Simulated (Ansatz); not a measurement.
Computed with Ansatz on PBE0-D4/def2-TZVP structures; ΔE is electronic, products minus reactants. CBS: MP2 limit from def2 TZ/QZ plus the TZ coupled-cluster correction, frozen cores. This one scheme is used for every species. Each species was taken in one conformer, which may not be the lowest.

Consider the substitution at a C–Al bond: `[AlH2][CH2][SiH2][SiH3]` + HCl → `[SiH3][SiH2]CCl` + `[AlH3]`.

`[AlH2][CH2][SiH2][SiH3]`:

Z-matrix (Å, degrees):
```
C
Si 1 1.860
Al 1 1.979 2 105.7
H 1 1.094 2 111.0 3 -121.7
H 1 1.095 2 110.2 3 118.5
Si 2 2.345 1 100.1 3 -36.7
H 2 1.488 1 111.6 3 76.9
H 2 1.490 1 117.3 3 -157.4
H 3 1.589 1 120.3 2 130.2
H 3 1.591 1 117.2 2 -62.9
H 6 1.530 2 101.6 1 27.0
H 6 1.485 2 120.1 1 141.7
H 6 1.487 2 115.0 1 -83.7
```

HCl:

Z-matrix (Å, degrees):
```
Cl
H 1 1.279
```

`[SiH3][SiH2]CCl`:

Z-matrix (Å, degrees):
```
Si
Si 1 2.344
H 1 1.487 2 110.4
H 1 1.488 2 110.3 3 120.2
H 1 1.489 2 110.3 3 -120.2
C 2 1.889 1 109.7 3 179.7
H 2 1.486 1 110.2 3 -60.5
H 2 1.486 1 110.2 3 59.9
Cl 6 1.786 2 110.5 1 -180.0
H 6 1.091 2 111.6 1 -60.6
H 6 1.091 2 111.6 1 60.6
```

`[AlH3]`:

Z-matrix (Å, degrees):
```
Al
H 1 1.586
H 1 1.586 2 120.0
H 1 1.586 2 120.0 3 -179.9
```

```
                  species  SCS-MP2/def2-QZVPP energy (Eh)
`[AlH2][CH2][SiH2][SiH3]`                      -863.53480
                      HCl                      -460.33756
        `[SiH3][SiH2]CCl`                     -1080.07283
                 `[AlH3]`                      -243.76535
```

(1) Work out ΔE.

Largest T1 diagnostic among the species: 0.012.

Answers

(1) ΔE = (-1080.07283) + (-243.76535) − (-863.53480) − (-460.33756) = 0.03418 Eh = +89.7 kJ/mol. CCSD(T)/CBS gives +96.9 kJ/mol.

In def2-TZVPP, CCSD(T) changes the Hartree–Fock value by +32.1 kJ/mol (the triples alone add +3.4 kJ/mol) and MP2 by +35.1 kJ/mol. The D4 term adds +8.3 kJ/mol with B3LYP and +4.5 kJ/mol with PBE0; it sums over pairs of atoms, weighted by their polarisabilities, and B3LYP, whose exchange is more repulsive, gets the larger term.

B3LYP here is the variant with VWN-RPA as its local correlation; programs differ in this.
